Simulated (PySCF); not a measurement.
**How methods differ on the ionisation energy of Kr⁺**

Kr⁺ [Ar] 3d10 4s2 4p5 (2P) → Kr²⁺ [Ar] 3d10 4s2 4p4 (3P), as a difference of total energies. Computed with PySCF 2.14 in 6-31G* (5s4p3d, 32 functions), with no relativity, point nucleus. Correlated levels: valence: [Ar] 3d10 frozen. The calculations carry no spin-orbit coupling.

```json
{"method": "UHF", "ionisation energy (eV)": "23.263"}
{"method": "M06-2X", "ionisation energy (eV)": "24.177"}
{"method": "TPSS", "ionisation energy (eV)": "24.427"}
{"method": "MP2 (valence)", "ionisation energy (eV)": "23.774"}
{"method": "SCS-MP2 (valence)", "ionisation energy (eV)": "23.746"}
{"method": "CCSD (valence)", "ionisation energy (eV)": "23.728"}
{"method": "CCSD(T) (valence)", "ionisation energy (eV)": "23.734"}
```

How much does correlation contribute at CCSD(T) (valence)?

23.734 − (23.263) = 0.471 eV, measured against UHF.

These non-relativistic numbers lack the scalar-relativistic shift.

The reference lies between the lowest fine-structure levels, while these numbers refer to the centres of the terms.

Errors of the correlated levels include the incompleteness of this basis and the frozen core.

For comparison: 24.360 eV (measured; NIST Atomic Spectra Database, ionization energies).
